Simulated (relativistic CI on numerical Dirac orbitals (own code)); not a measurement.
**Ca VII: q coefficients and field-shift factors**

Computed by Dirac-Coulomb-Breit CI, KLI orbitals optimised for each configuration, derivatives by finite differences, unscaled Slater integrals, QED left out (own radial code, finite nucleus).

Configuration list (outside the closed core [Ne]): 3s2.3p2, 3s.3p3, 3s2.3p.3d, 3p4, 3s.3p2.3d, 3p3.3d, 3s2.3d2, 3s.3d3, 3p2.3d2, 3p.3d3. Double excitations out of closed p, d and f shells are left out; levels of such configurations are missing from the list, as are those of other unlisted configurations, and high levels can miss mixing partners.

With x = (α/α₀)² − 1 an excitation energy changes as ω = ω₀ + qx; K = 2q/ω₀ is the relative enhancement. Terms are leading LS components, so labels can repeat. The field-shift factor is F = δν/δ⟨r²⟩ for the transition from the lowest level.

Lowest level 3s2.3p2 3P_0.

```tsv
Level	ω₀ (cm⁻¹)	q (cm⁻¹)	K	F (GHz/fm²)
3s2.3p2 3P_1	1575	1838	2.33	-0.000462
3s2.3p2 3P_2	4014	4125	2.06	-0.00168
3s2.3p2 1D_2	24518	3513	0.287	0.0205
3s2.3p2 1S_0	52721	3839	0.146	-0.0529
3s.3p3 5S°_2	117069	7257	0.124	-3.37
3s.3p3 3D°_1	165710	6745	0.0814	-2.93
3s.3p3 3D°_2	165788	6807	0.0821	-2.93
3s.3p3 3D°_3	166077	7264	0.0875	-2.94
3s.3p3 3P°_2	195186	7189	0.0737	-2.82
3s.3p3 3P°_1	195286	7311	0.0749	-2.84
3s.3p3 3P°_0	195295	7267	0.0744	-2.84
3s.3p3 1D°_2	209938	6769	0.0645	-1.85
3s.3p3 3S°_1	255259	7687	0.0602	-3.69
```

At this charge configurations can still be misplaced by up to about 7 % of their energy.
